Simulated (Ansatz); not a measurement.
`[OH][Al]1[CH2][CH2]1` + H₂ → `[CH2]1[CH2][AlH]1` + H₂O  (hydrogenolysis of the Al–O bond)

Calculated with Ansatz (gas phase, PBE0-D4/def2-TZVP geometries, no zero-point term in ΔE). CCSD(T)/CBS is the MP2 limit (def2-TZVPP, def2-QZVPP) plus CCSD(T) − MP2 in def2-TZVPP, frozen cores. This one scheme is used for every species. Each species was taken in one conformer, which may not be the lowest.

| species | CCSD(T)/CBS(def2) energy (Eh) |
| --- | --- |
| `[OH][Al]1[CH2][CH2]1` | -396.29709 |
| H₂ | -1.17544 |
| `[CH2]1[CH2][AlH]1` | -321.05314 |
| H₂O | -76.37941 |

Question: Work out ΔE.

Answer: ΔE = (-321.05314) + (-76.37941) − (-396.29709) − (-1.17544) = 0.03998 Eh = +1.09 eV.

Largest T1 diagnostic among the species: 0.012.

In def2-TZVPP, CCSD(T) changes the Hartree–Fock value by +0.11 eV (the triples alone add +0.03 eV) and MP2 by +0.19 eV. From r2SCAN to r2SCAN0 (25 % exact exchange), in def2-TZVPP and without D4, ΔE moves by −0.05 eV.
